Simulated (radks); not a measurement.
The numbers below are computed, except where a source is named.
The nuclear charge of the nitrogen ion N+ is varied continuously with 6 electrons held in [He] 2s2 2p2. Code: a radial shooting solver on a logarithmic mesh with Libxc functionals. Model: non-relativistic Kohn-Sham, PBE, spin-polarised, spherical densities, point nucleus; open shells are filled with parallel spins first. By the Hellmann-Feynman theorem dE/dZ = E(electron-nucleus)/Z, the electronic potential at the nucleus.

| Z | E (hartree) | E(electron-nucleus)/Z (hartree) | HOMO | e(HOMO) (eV) | <r> HOMO (bohr) |
|---|---|---|---|---|---|
| 6 | -37.79369 | -14.6847 | 2p | -6.099 | 1.746 |
| 6.5 | -45.51372 | -16.1947 | 2p | -13.159 | 1.453 |
| 7 | -53.98782 | -17.7013 | 2p | -22.037 | 1.252 |
| 7.5 | -63.21469 | -19.2060 | 2p | -32.688 | 1.103 |
| 8 | -73.19357 | -20.7094 | 2p | -45.089 | 0.9880 |

The central difference of E at Z = 7 is -17.701 hartree, to compare with the third column; the second derivative is -3.01 hartree.
